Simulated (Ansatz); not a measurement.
Single points on Ga₆.

```yaml
crystal:
  periodic: [false, false, false]
  atoms:
    - {symbol: Ga, position_ang: [1.280905, -0.702040, 1.506996]}
    - {symbol: Ga, position_ang: [0.039799, 1.578712, -0.956542]}
    - {symbol: Ga, position_ang: [-0.090036, 1.417468, 1.544804]}
    - {symbol: Ga, position_ang: [-0.651423, -1.912122, -0.570299]}
    - {symbol: Ga, position_ang: [-2.019915, 0.209083, -0.529057]}
    - {symbol: Ga, position_ang: [1.440670, -0.591101, -0.995903]}
basis:
  gaussian: {orbitals: def2-TZVP, initial_orbitals: start.molden}
correlation: {method: mp2}
scf: {omitted_lower_state_checks: [starts]}
output: {orbitals: {seedname: orbitals}}
```

The file start.molden holds the orbitals of an earlier run on this structure, at another level or in another basis.

```sh
$ ansatz run in.yaml --threads 4 --pin off --events-out ev --progress --plain --max-ram 4787MiB
```

Output, abridged:

```
Functional definition: HF
1954 factors; integrals over basis functions are off by at most 1.0e-3 eV
mean field evaluation 1: about -314002.9149 eV, gradient 5.2e1 eV
mean field evaluation 2: about -314004.8590 eV, gradient 2.6e0 eV
mean field evaluation 4: about -314005.0564 eV, gradient 7.3e-1 eV
mean field evaluation 8: about -314005.0592 eV, gradient 1.4e-4 eV
mean field -314005.05924263 eV, -11539.4730868932 hartree, gradient 2.4e-6 eV, S^2 0.000000; 0 other end points of the search recorded, 0 dependent functions left out; unrestricted orbitals would lower it
54 core orbitals not correlated: weight in the atoms' cores, before any rotation towards them, 1.000 or more for the frozen orbitals, at most 0.000 for the correlated occupied ones
reference -314005.05924263 eV, -11539.4730868932 hartree; 39, 39 occupied and 195, 195 virtual orbitals, 1954 factors
second order -37.95509852 eV of doubles, -0.00000000 eV of singles
Total energy: -314043.01434116 eV, -11540.8679110370 hartree
Checks for a lower state left out: starts
```

It took 26 s on 4 threads of Arm Neoverse V2 on a shared host, peak host memory 1.6 GiB.

As the first input, with `gaussian: {orbitals: 6-31G}`, `hamiltonian: {xc: {name: B3LYP}, dispersion: d4}` and without the key `correlation` (abridged; 7 s):

```
Functional definition: B3LYP
mean field evaluation 16: about -314220.9391 eV, gradient 3.0e-4 eV
mean field -314220.93905838 eV, -11547.4065237934 hartree, gradient 2.6e-5 eV, S^2 0.000000
Total energy: -314221.71160856 eV, -11547.4349144888 hartree
Checks for a lower state left out: starts
```

As the first input, with `gaussian: {orbitals: def2-SVP, initial_orbitals: start.molden}`, `hamiltonian: {xc: pbe, dispersion: d4}` and without the key `correlation` (abridged; 3.6 s):

```
Functional definition: PBE
mean field -314183.08481188 eV, -11546.0154058928 hartree, gradient 2.1e-5 eV, S^2 0.000000
Total energy: -314183.54233772 eV, -11546.0322196574 hartree
Checks for a lower state left out: starts
```

First input, but with `gaussian: {orbitals: STO-3G}`, `hamiltonian: {xc: hf}` and without the key `correlation` (abridged; 10 s):

```
Functional definition: HF
mean field evaluation 16: about -310349.4862 eV, gradient 1.3e-2 eV
mean field -310349.48511658 eV, -11405.1332155979 hartree, gradient 1.1e-5 eV, S^2 0.000000
Total energy: -310349.48511658 eV, -11405.1332155979 hartree
Checks for a lower state left out: starts
```

First input, but with `gaussian: {orbitals: def2-TZVPD, initial_orbitals: start.molden}`, `hamiltonian: {xc: pbe0, dispersion: d4}` and without the key `correlation` (abridged; 24 s):

```
Functional definition: PBE0
the host lacks memory for fits, so the integrals are decomposed
mean field -314228.86263495 eV, -11547.6977098613 hartree, gradient 3.8e-5 eV, S^2 0.000000
Total energy: -314229.25656887 eV, -11547.7121866659 hartree
Checks for a lower state left out: starts
```

First input, but with `gaussian: {orbitals: 6-31G}`, `hamiltonian: {xc: hf}` and without the key `correlation` (abridged; 6.5 s):

```
Functional definition: HF
mean field -313951.08668147 eV, -11537.4896318544 hartree, gradient 2.2e-5 eV, S^2 0.000000
Total energy: -313951.08668147 eV, -11537.4896318544 hartree
Checks for a lower state left out: starts
```

The first input with `hamiltonian: {xc: {name: BLYP}, dispersion: d4}` and without the key `correlation` (abridged; 7 s):

```
Functional definition: BLYP
mean field -314282.40258099 eV, -11549.6652665876 hartree, gradient 1.1e-5 eV, S^2 0.000000
Total energy: -314283.30717389 eV, -11549.6985097637 hartree
Checks for a lower state left out: starts
```

Geometry: r2SCAN-D4/def2-SVP.

The 6-31G sets use Cartesian d functions. B3LYP takes the VWN-RPA correlation. Correlated methods freeze 54 core orbitals; core or outer-core shells of Ga are correlated, in sets that lack core-valence functions. At MP2/def2-TZVP the restricted singlet (for correlated methods, its reference) is unstable: a solution with broken spin symmetry lies lower. The restricted singlet is unstable towards broken spin symmetry in Hartree–Fock (as tested in another run); at B3LYP-D4/6-31G, PBE-D4/def2-SVP, HF/STO-3G, PBE0-D4/def2-TZVPD and others this wasn't settled. The structure comes from a short search, and lower isomers may exist.
